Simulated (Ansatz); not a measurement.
`C=CN[SiH3]` → `C[SiH]1CN1`  (isomerisation)

Program: Ansatz. Geometries: PBE0-D4/def2-TZVP. ΔE: electronic, gas phase. CCSD(T)/CBS is the MP2 limit (def2-TZVPP, def2-QZVPP) plus CCSD(T) − MP2 in def2-TZVPP, frozen cores. This one scheme is used for every species. DFT in def2-TZVPP. B3LYP here is the variant with VWN-RPA as its local correlation; programs differ in this. Each species was taken in one conformer, which may not be the lowest.

(1) Is it downhill or uphill in electronic energy at CCSD(T)/CBS, and by how much? (Estimate.)

(2) What do these levels give: LDA (SPW92), CAM-B3LYP-D4, ωB97M-V, PBE-QIDH, B3LYP, r2SCANh, BHLYP, LC-ωPBE, MP2/def2-TZVPP, SCS-MP2/def2-TZVPP, SCS-MP2/def2-QZVPP, HF/CBS(def2)? (Best estimate.)

Largest T1 diagnostic among the species: 0.012.

## Answers

(1) Computed: Uphill: ΔE = +34.3 kJ/mol.

(2) Computed: LDA (SPW92) 18.9, CAM-B3LYP-D4 44.2, ωB97M-V 29.1, PBE-QIDH 24.5, B3LYP 47.6, r2SCANh 27.6, BHLYP 50.5, LC-ωPBE 16.2, MP2/def2-TZVPP 28.9, SCS-MP2/def2-TZVPP 39.4, SCS-MP2/def2-QZVPP 37.7, HF/CBS(def2) 71.1 kJ/mol.

In def2-TZVPP, CCSD(T) changes the Hartree–Fock value by −34.3 kJ/mol (the triples alone add −2.2 kJ/mol) and MP2 by −42.5 kJ/mol. At CCSD(T), def2-SVP lies +27.2 kJ/mol from the extrapolated value and def2-TZVPP +2.8 kJ/mol.
